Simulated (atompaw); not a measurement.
PBE PAW (atompaw) dataset for Mo, scalar-relativistic all-electron reference.

| Item | Value |
| --- | --- |
| Element | molybdenum (Mo) |
| Generator | atompaw 4.2.0.5 |
| Type | PAW |
| Functional | PBE |
| Relativity | scalar-relativistic |
| Frozen core | [Kr] |
| Valence charge | 6 |
| Reference configuration | 4d5 5s0.5 5p0 (charge +0.5) |
| Partial waves | 5s (bound): rc 3.00 bohr; 5s channel at 2.55 Ry: rc 3.00 bohr; 5p (bound, empty): rc 3.00 bohr; 5p channel at 0.6 Ry: rc 3.00 bohr; 4d (bound): rc 3.00 bohr; 4d channel at 1.35 Ry: rc 2.00 bohr |
| Local potential | bessel scheme, radius 2.40 bohr |
| Core correction | smooth core density matched at 2.15 bohr |
| Augmentation charge | besselshape compensation charge, radius 2.30 bohr; PAW radius 3.00 bohr; waves and projectors: custom rrkj vanderbiltortho |

(1) Estimate the cutoffs (Ry, on a coarse ladder) from which the occupation-weighted sum of valence levels, in a spherical-Bessel basis at the reference potential, stays within 10 and 1 mRy of its value at 400 Ry.

(2) What does a ghost test show?

(3) Is the overlap operator S = 1 + Σ q|β⟩⟨β| positive definite (Bessel basis up to 400 Ry)?

(4) Which valence shell sets the plane-wave cutoff?

## Answers

(1) 10 Ry and 15 Ry.

(2) No extra level below or beside the all-electron valence levels (s, p, d, f tested).

(3) Yes: its lowest eigenvalue is 0.59 (p channel).

(4) 4d: its level needs 12 Ry to come within 1 mRy, against 6 Ry for 5s.
